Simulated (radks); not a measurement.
Values are calculated unless marked as measured or tabulated.
Polarisability of the thulium ion Tm4+, [Xe] 4f11, at imaginary frequency. Level of theory: scalar-relativistic Kohn-Sham, LB94 model potential, spin-unpolarised, spherical densities, finite nucleus; Fermi nuclear charge, rms radius 5.2256 fm (a radial shooting solver on a logarithmic mesh with Libxc functionals). Response by self-consistent Sternheimer equations with the Hartree and adiabatic LDA kernel, the relativistic mass of each level held fixed and spin-orbit coupling left out.

w (hartree)  alpha1(iw) (bohr^3)
0.00266                    3.571
0.0143                     3.571
0.0360                     3.569
0.0697                     3.564
0.118                      3.550
0.186                      3.519
0.280                      3.455
0.413                      3.332
0.605                      3.106
0.892                      2.726
1.35                       2.157
2.12                       1.458
3.59                      0.8039
6.94                      0.3397
17.5                     0.08672

Static values: alpha1 = 3.571 bohr^3 (0.5292 angstrom^3; uncoupled 6.446). C6 = 16.98, triple-dipole C9 = 42.92 atomic units. One-pole (London) frequency 4 C6 / (3 alpha1^2) = 1.775 hartree, against 2.469 for minus the highest occupied eigenvalue.
